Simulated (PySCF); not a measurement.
Isomers of [C8H11]+. The calculation used TDDFT CAM-B3LYP/def2-SVPD, vertical, gas phase, core orbitals frozen in the response (PySCF). Geometries: GFN2-xTB; one conformer of each isolated species. Triplets are in the Tamm–Dancoff approximation. Ions are computed without counter-ions or solvent.

A. `CCC1=CC=CC[CH+]1`
B. `C=CCC#C[C+](C)C`
C. `C1C[C+](C=C1)C(C)=C`

Lowest singlet levels (six at most, fewer where fewer were computed) with oscillator strengths:

1. 324 nm (f 0.104); 253 nm (f 0.003); 243 nm (f 0.011); 226 nm (f 0.059); 217 nm (f 0.003); 202 nm (f 0.005); T1 2.11 eV
2. 302 nm (f 0.442); 225 nm (f 0.001); 218 nm (f 0.047); 216 nm (f 0.008); 206 nm (f 0.000); 193 nm (f 0.002); T1 2.18 eV
3. 439 nm (f 0.007); 420 nm (f 0.023); 253 nm (f 0.323); 226 nm (f 0.000); 208 nm (f 0.005); 194 nm (f 0.005); T1 2.54 eV

Question: Match each spectrum to its molecule.

Answer: 1 = A, 2 = C, 3 = B.
- A: S1 at 3.83 eV, HOMO→LUMO (98%); Löwdin shares by element: HOMO carbon 68% or more (atoms not listed hold the other 32%); LUMO carbon 70% or more (atoms not listed hold the other 30%); HOMO -13.80 and LUMO -7.21 eV.
- B: S1 at 2.83 eV, HOMO-1→LUMO (66%), HOMO→LUMO (29%); Löwdin shares by element: HOMO carbon 84% or more (atoms not listed hold the other 16%); LUMO carbon 75% or more (atoms not listed hold the other 25%); HOMO -12.69 and LUMO -7.37 eV.
- C: S1 at 4.11 eV, HOMO→LUMO (98%); Löwdin shares by element: HOMO carbon 71% or more (atoms not listed hold the other 29%); LUMO carbon 74% or more (atoms not listed hold the other 26%); HOMO -13.49 and LUMO -7.02 eV.
